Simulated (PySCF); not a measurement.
C₃H₁₀O₂Si, SMILES CCO[Si@@H](C)O.

Geometry: PBE0-D3(BJ)/def2-SVP. The structure was generated by enumeration; whether it is a known compound was not checked. The values are those of a single conformer.

Computed with TDA-B3LYP/def2-SVPD run with PySCF.

Vertical excitations. 

| state | energy (eV) | λ (nm) | f | main pairs |
|---|---|---|---|---|
| S1 | 6.91 | 179 | 0.002 | HOMO→LUMO 98 % |
| S2 | 7.25 | 171 | 0.008 | HOMO→LUMO+1 96 % |
| S3 | 7.61 | 163 | 0.031 | HOMO→LUMO+2 91 % |
| S4 | 7.71 | 161 | 0.016 | HOMO−1→LUMO 47 %, HOMO−2→LUMO 43 % |
| S5 | 7.88 | 157 | 0.008 | HOMO−1→LUMO 48 %, HOMO−2→LUMO 43 % |
| S6 | 8.05 | 154 | 0.011 | HOMO→LUMO+3 72 %, HOMO→LUMO+4 14 % |
| T1 | 6.79 | 183 | 0 | HOMO→LUMO 93 % |
| T2 | 7.08 | 175 | 0 | HOMO→LUMO+1 90 % |
Triplets are in the Tamm–Dancoff approximation.
